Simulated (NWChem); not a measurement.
System: NbOCl2F; SMILES [O]=[Nb]([F])([Cl])[Cl]

The following NWChem deck was run.

```
start job
memory heap 200 mb stack 900 mb global 1100 mb
geometry units angstroms noautoz
  Nb     0.248022     0.045816     0.000000
  O      0.951666     1.565093     0.000000
  F      1.621958    -1.194629     0.000000
  Cl    -1.034139    -0.126980     1.885382
  Cl    -1.034139    -0.126980    -1.885382
end
basis spherical
  Nb library def2-svp
  O library def2-svp
  F library def2-svp
  Cl library def2-svp
end
ecp
  Nb library def2-ecp
end
dft
  xc m06-l
  grid coarse
  iterations 150
  mulliken
end
task dft gradient
```

Output (shortened):

```
             Northwest Computational Chemistry Package (NWChem) 7.3.0
             --------------------------------------------------------

 CS  symmetry detected

                             Geometry "geometry" -> ""
                             -------------------------

 Output coordinates in angstroms (scale by  1.889725989 to convert to a.u.)

  No.       Tag          Charge          X              Y              Z
 ---- ---------------- ---------- -------------- -------------- --------------
    1 Nb                  41.0000     0.27615951     0.06306807     0.00000000
    2 O                    8.0000     0.92471326     1.60666630     0.00000000
    3 F                    9.0000     1.69381479    -1.12716612     0.00000000
    4 Cl                  17.0000    -0.99895821    -0.15572430    -1.88538200
    5 Cl                  17.0000    -0.99895821    -0.15572430     1.88538200

 Effective nuclear repulsion energy (a.u.)     677.6953529360

      Symmetry information
      --------------------

 Group name             Cs
 Group number              2
 Group order               2
 No. of unique centers     4

                                 NWChem DFT Module
                                 -----------------

 Summary of "ao basis" -> "ao basis" (spherical)
 ------------------------------------------------------------------------------
       Tag                 Description            Shells   Functions and Types
 ---------------- ------------------------------  ------  ---------------------
 Nb                         def2-svp                11       31   5s3p2d1f
 O                          def2-svp                 6       14   3s2p1d
 F                          def2-svp                 6       14   3s2p1d
 Cl                         def2-svp                 8       18   4s3p1d

      Symmetry analysis of basis
      --------------------------

        a'         59
        a"         36

            General Information
            -------------------
          SCF calculation type: DFT
          Wavefunction type:  closed shell.
          No. of atoms     :     5
          No. of electrons :    64
           Alpha electrons :    32
            Beta electrons :    32
          Charge           :     0
          Spin multiplicity:     1
          Use of symmetry is: on ; symmetry adaption is: on
          Maximum number of iterations: 150
          AO basis - number of functions:    95
                     number of shells:    39
          Convergence on energy requested:  1.00D-06
          Convergence on density requested:  1.00D-05
          Convergence on gradient requested:  5.00D-04

              XC Information
              --------------
                        M06-L Method XC Functional
                         M06-L Exchange Functional  1.000
                       M06-L Correlation Potential  1.000

             Grid Information
             ----------------
          Grid used for XC integration:  coarse
          Radial quadrature: Mura-Knowles
          Angular quadrature: Lebedev.
          Tag              B.-S. Rad. Rad. Pts. Rad. Cut. Ang. Pts.
          ---              ---------- --------- --------- ---------
          Nb                  1.45      104           8.0       302
          O                   0.60       35           8.0       302
          F                   0.50       35           9.0       302
          Cl                  1.00       70           9.0       302
          Grid pruning is: on
          Number of quadrature shells:   244
          Spatial weights used:  Erf1

      Superposition of Atomic Density Guess
      -------------------------------------

 Sum of atomic energies:       -1157.38244061

      Non-variational initial energy
      ------------------------------

 Total energy =   -1149.032590
 1-e energy   =   -2233.263871
 2-e energy   =     769.692694
 HOMO         =      -0.453792
 LUMO         =      -0.007010

      Symmetry analysis of molecular orbitals - initial
      -------------------------------------------------

  Numbering of irreducible representations:

     1 a'          2 a"

  Orbital symmetries:

     1 a'          2 a"          3 a'          4 a'          5 a'
     6 a"          7 a'          8 a"          9 a'         10 a'
    11 a"         12 a"         13 a'         14 a'         15 a'
    16 a"         17 a'         18 a'         19 a'         20 a"
    21 a'         22 a'         23 a"         24 a"         25 a'
    26 a'         27 a'         28 a"         29 a'         30 a"
    31 a'         32 a"         33 a'         34 a'         35 a"
    36 a"         37 a'         38 a'         39 a"         40 a'
    41 a'         42 a'

     ---------------------------------------------
      Total Density - Mulliken Population Analysis
     ---------------------------------------------

    Atom       Charge   Shell Charges
 -----------   ------   -------------------------------------------------------
    1 Nb  13    10.21  -0.33  1.61  0.75  0.25  0.03  5.92  0.27  0.10  1.23  0.27  0.09
    2 O    8     9.13   1.99  1.17  0.73  3.25  1.98  0.01
    3 F    9     9.66   1.99  1.16  0.80  3.56  2.15  0.00
    4 Cl  17    17.50   2.00  1.99  1.23  0.72  5.94  2.20  3.41  0.01
    5 Cl  17    17.50   2.00  1.99  1.23  0.72  5.94  2.20  3.41  0.01

[...]

                         DFT ENERGY GRADIENTS

    atom               coordinates                        gradient
                 x          y          z           x          y          z
   1 Nb      0.521866   0.119181   0.000000    0.007824   0.005413   0.000000
   2 O       1.747455   3.036159   0.000000   -0.006190  -0.013755   0.000000
   3 F       3.200846  -2.130035   0.000000   -0.007280   0.006476   0.000000
   4 Cl     -1.887757  -0.294276  -3.562855    0.002823   0.000933   0.004133
   5 Cl     -1.887757  -0.294276   3.562855    0.002823   0.000933  -0.004133
```

Level: M06-L/def2-SVP with def2 effective core potentials on Nb. Geometry: optimised at PBE0/def2-SVP. def2 effective core potentials on Nb; no spin-orbit coupling.
